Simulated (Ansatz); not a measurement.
Geometry optimisation, Ansatz 0.2.0, DFT PBE, scalar-relativistic, plane waves, PAW.

Input:

```yaml
accuracy: low
crystal:
  lattice:
    - [0.0, 5.66, 5.66]
    - [5.66, 0.0, 5.66]
    - [5.66, 5.66, 0.0]
  atoms:
    - { symbol: Ge, position: [0.0, 0.0, 0.0] }
    - { symbol: Ge, position: [0.125, 0.125, 0.125] }
    - { symbol: Ge, position: [0.0, 0.0, 0.5] }
    - { symbol: Ge, position: [0.125, 0.125, 0.625] }
    - { symbol: Ge, position: [0.0, 0.5, 0.0] }
    - { symbol: Ge, position: [0.125, 0.625, 0.125] }
    - { symbol: Ge, position: [0.0, 0.5, 0.5] }
    - { symbol: Ge, position: [0.125, 0.625, 0.625] }
    - { symbol: Ge, position: [0.5, 0.0, 0.0] }
    - { symbol: Ge, position: [0.625, 0.125, 0.125] }
    - { symbol: Ge, position: [0.5, 0.0, 0.5] }
    - { symbol: Ge, position: [0.625, 0.125, 0.625] }
    - { symbol: Ge, position: [0.5, 0.5, 0.0] }
    - { symbol: Ge, position: [0.625, 0.625, 0.125] }
    - { symbol: Ge, position: [0.5, 0.5, 0.5] }
    - { symbol: Ge, position: [0.625, 0.625, 0.625] }
    - { symbol: H, position: [0.7399524, 0.2596264, 0.2477273] }
basis:
  ecutwfc: 420.0
kpoints:
  mp_grid: { grid: [2, 2, 2] }
hamiltonian:
  xc: pbe
scf:
  occupations: { method: fermi_dirac, width: 0.15 }
  lower_state_search: "off"
relax:
  f_tol: 0.08
  max_steps: 25
  adjacent_minimum: "off"
```

Run as:

```bash
$ ansatz run input.yaml --threads 2 --pin off --max-ram 5120MiB --backend cpu --events-out ev --progress --plain --runs-dir out
```

Problem. Where does it end, and by what steps?

Solution. It converged. The threshold is loose, so the end isn't yet a minimum. The force dipped under the threshold on the way, but the program's further checks kept it going. Limits of this set-up: coarse k mesh, odd electron count without spin, low accuracy level. After 9 steps the energy has fallen by 0.304 eV; Ge14 moved furthest, 0.69 Å. Joined: Ge14–H17.

| step | energy less start (eV) | largest force component (eV/Å) | accepted |
| --- | --- | --- | --- |
| 0 | 0.0000 | 0.268 | yes |
| 1 | -0.0289 | 0.049 | yes |
| 2 | -0.0305 | 0.024 | yes |
| 3 | -0.0377 | 0.089 | yes |
| 4 | -0.0769 | 0.278 | yes |
| 5 | -0.1759 | 0.360 | yes |
| 6 | -0.2471 | 0.302 | yes |
| 7 | -0.2893 | 0.186 | yes |
| 8 | -0.3036 | 0.064 | yes |
| 9 | -0.3036 | 0.064 | yes |

```xyz
17
Lattice="0.0000 5.6600 5.6600 5.6600 0.0000 5.6600 5.6600 5.6600 0.0000" Properties=species:S:1:pos:R:3
Ge 0.090 -0.068 0.062
Ge 1.355 1.470 1.515
Ge 2.898 2.733 0.067
Ge 4.296 4.193 1.464
Ge 2.792 0.037 2.944
Ge 4.324 1.346 4.314
Ge 5.713 2.778 2.879
Ge 7.149 4.162 4.316
Ge -0.201 3.024 2.628
Ge 1.353 4.140 4.181
Ge 2.894 5.591 2.919
Ge 4.347 7.130 4.183
Ge 2.792 2.718 5.619
Ge 3.850 4.642 6.678
Ge 5.776 5.695 5.620
Ge 7.148 7.004 7.151
H 2.896 5.595 5.721
```

Time of the run: 80 s on 2 threads of Arm Neoverse V2, on a shared host, peak memory 0.98 GiB.
